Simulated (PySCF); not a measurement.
C6H16NSi, SMILES [CH2]C(C)N([SiH3])C(C)C, doublet, GFN2-xTB optimised geometry.

```
24

C     -2.24     0.83     0.56
C     -1.37     0.34    -0.51
C     -1.30     1.29    -1.71
N     -0.03     0.02     0.00
Si     0.53    -1.60     0.00
C      0.64     1.10     0.71
C      1.93     1.51     0.00
C      0.93     0.73     2.17
H     -2.33     0.26     1.47
H     -2.66     1.82     0.54
H     -1.76    -0.63    -0.88
H     -0.65     0.88    -2.47
H     -2.29     1.44    -2.12
H     -0.91     2.26    -1.40
H      0.03    -2.21    -1.23
H      2.00    -1.60     0.00
H      0.06    -2.39     1.15
H     -0.04     1.96     0.72
H      1.72     1.74    -1.04
H      2.66     0.71     0.03
H      2.35     2.39     0.47
H      1.65    -0.09     2.22
H      1.35     1.59     2.70
H      0.02     0.42     2.67
```

Density from unrestricted PBE0/def2-SVP (PySCF) at that geometry.

Minimum of the electron density along straight lines between bonded atoms, close to the bond critical point (lines longer than 1.1 times the sum of covalent radii, or with two minima, are not listed):

| bond | length / Å | ρ at the minimum / e bohr⁻³ | ∇²ρ there / e bohr⁻⁵ | position (fraction from the first atom) |
|---|---|---|---|---|
| C1–C2 | 1.472 | 0.271 | -0.66 | 0.50 |
| C2–C3 | 1.530 | 0.245 | -0.56 | 0.50 |
| C2–N4 | 1.467 | 0.258 | -0.67 | 0.40 |
| N4–Si5 | 1.718 | 0.125 | 0.74 | 0.60 |
| N4–C6 | 1.454 | 0.266 | -0.74 | 0.61 |
| C6–C7 | 1.530 | 0.246 | -0.57 | 0.50 |
| C6–C8 | 1.528 | 0.246 | -0.57 | 0.50 |
| C1–H9 | 1.073 | 0.284 | -1.08 | 0.63 |
| C1–H10 | 1.073 | 0.284 | -1.07 | 0.63 |
| C2–H11 | 1.101 | 0.275 | -1.00 | 0.62 |
| C3–H12 | 1.087 | 0.277 | -1.02 | 0.63 |
| C3–H13 | 1.087 | 0.276 | -1.01 | 0.62 |
| C3–H14 | 1.087 | 0.276 | -1.00 | 0.62 |
| Si5–H15 | 1.464 | 0.117 | 0.32 | 0.49 |
| Si5–H16 | 1.463 | 0.118 | 0.33 | 0.49 |
| Si5–H17 | 1.473 | 0.116 | 0.31 | 0.49 |
| C6–H18 | 1.097 | 0.279 | -1.02 | 0.63 |
| C7–H19 | 1.087 | 0.277 | -1.01 | 0.62 |
| C7–H20 | 1.086 | 0.277 | -1.01 | 0.62 |
| C7–H21 | 1.088 | 0.275 | -1.00 | 0.62 |
| C8–H22 | 1.087 | 0.276 | -1.00 | 0.62 |
| C8–H23 | 1.088 | 0.276 | -1.00 | 0.62 |
| C8–H24 | 1.087 | 0.277 | -1.02 | 0.63 |
